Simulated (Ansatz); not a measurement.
Input file for Ansatz (a first-principles code): U-PBE/cc-pV(T+d)Z on SiS, a point of a bond scan (R = 2.132 Å). Files ending in .json are basis or fitting sets from the Basis Set Exchange.

Ansatz 0.2 input:
```yaml
crystal:
  periodic: [false, false, false]
  atoms:
    - {symbol: Si, position_ang: [-0.00000000, -0.00000000, -1.03360590]}
    - {symbol: S, position_ang: [0.00000000, 0.00000000, 1.09820627]}
basis:
  gaussian:
    orbitals: cc-pV_T+d_Z.json
hamiltonian:
  xc: {name: PBE}
magnetization: {spin_polarized: true, initial_magnetization: 0}
```

The log:

```
WARN ansatz: RAYON_NUM_THREADS=1 ignored (pool sized by the plan → 1); use --threads N
Functional definition: PBE
integrals: 0.02 GiB planned
594 factors; their error is unknown
mean field: 0.19 GiB planned
mean field evaluation 1: about -18702.1866 eV, gradient 2.0e1 eV
mean field evaluation 2: about -18641.5664 eV, gradient 7.9e1 eV
mean field evaluation 4: about -18704.6767 eV, gradient 7.0e0 eV
mean field evaluation 8: about -18704.9947 eV, gradient 5.5e-2 eV
mean field evaluation 16: about -18704.9883 eV, gradient 1.0e-5 eV
mean field -18704.98834075 eV, -687.3956428261 hartree, gradient 1.0e-5 eV, S^2 0.000000; 0 other end points of the search recorded, 0 dependent functions left out
reference -18704.98836390 eV, -687.3956436770 hartree; 15, 15 occupied and 63, 63 virtual orbitals, 594 factors
Total energy: -18704.98836390 eV, -687.3956436770 hartree
```

The calculation finished and met its thresholds.

Cost: about 0.6 core-seconds (a rough figure).
